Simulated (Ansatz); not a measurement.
The pair A = GeH4 (SMILES [GeH4]) (first 5 atoms), B = CH5N (SMILES CN); geometry from B3LYP-D3(BJ)/def2-TZVP.
(charge 0, multiplicity 1):
```json
[
 {"atom": "Ge", "x (Å)": "-0.1163", "y (Å)": "-0.1863", "z (Å)": "0.2762"},
 {"atom": "H", "x (Å)": "-0.4951", "y (Å)": "-0.1074", "z (Å)": "-1.2103"},
 {"atom": "H", "x (Å)": "1.1174", "y (Å)": "-1.0866", "z (Å)": "0.4405"},
 {"atom": "H", "x (Å)": "-1.2888", "y (Å)": "-0.7737", "z (Å)": "1.0750"},
 {"atom": "H", "x (Å)": "0.2036", "y (Å)": "1.2209", "z (Å)": "0.8006"},
 {"atom": "C", "x (Å)": "-0.4469", "y (Å)": "0.5988", "z (Å)": "4.1704"},
 {"atom": "N", "x (Å)": "0.6668", "y (Å)": "-0.2867", "z (Å)": "3.8384"},
 {"atom": "H", "x (Å)": "-0.0618", "y (Å)": "1.4841", "z (Å)": "4.6787"},
 {"atom": "H", "x (Å)": "-1.1142", "y (Å)": "0.0897", "z (Å)": "4.8675"},
 {"atom": "H", "x (Å)": "-1.0468", "y (Å)": "0.9357", "z (Å)": "3.3142"},
 {"atom": "H", "x (Å)": "1.3171", "y (Å)": "0.1633", "z (Å)": "3.2062"},
 {"atom": "H", "x (Å)": "0.3410", "y (Å)": "-1.1308", "z (Å)": "3.3843"}
]
```

Cores are frozen in the correlated methods. Filled d and f shells under p-block atoms count as core.

Run with Ansatz (an electronic-structure program) with Gaussian orbitals. Values without a source in brackets are computed.

Total energies (hartree), monomers frozen at their geometry in the pair:

```json
[
 {"structure": "AB", "PBE/def2-TZVPPD": "-2174.8281252", "MP2/aug-cc-pVDZ": "-2173.3378567", "CCSD(T)/aug-cc-pVDZ": "-2173.4114856"},
 {"structure": "A in the pair's basis", "PBE/def2-TZVPPD": "-2079.0588243", "MP2/aug-cc-pVDZ": "-2077.7626649", "CCSD(T)/aug-cc-pVDZ": "-2077.7961601"},
 {"structure": "B in the pair's basis", "PBE/def2-TZVPPD": "-95.7688157", "MP2/aug-cc-pVDZ": "-95.5738324", "CCSD(T)/aug-cc-pVDZ": "-95.6138639"},
 {"structure": "A", "PBE/def2-TZVPPD": "-2079.0586901", "MP2/aug-cc-pVDZ": "-2077.7617133", "CCSD(T)/aug-cc-pVDZ": "-2077.7952100"},
 {"structure": "B", "PBE/def2-TZVPPD": "-95.7686995", "MP2/aug-cc-pVDZ": "-95.5732896", "CCSD(T)/aug-cc-pVDZ": "-95.6133157"}
]
```

**Question.** Work out the interaction energy without and with the counterpoise correction, and the superposition error, for each level.

**Answer.** 
E(AB) − E(A) − E(B), times 627.509 kcal/mol, with the monomers in their own basis and then in the pair's basis:
- PBE/def2-TZVPPD: -0.46 uncorrected, -0.30 corrected; the monomers gain 0.16 kcal/mol from borrowed functions
- MP2/aug-cc-pVDZ: -1.79 uncorrected, -0.85 corrected; the monomers gain 0.94 kcal/mol from borrowed functions
- CCSD(T)/aug-cc-pVDZ: -1.86 uncorrected, -0.92 corrected; the monomers gain 0.94 kcal/mol from borrowed functions
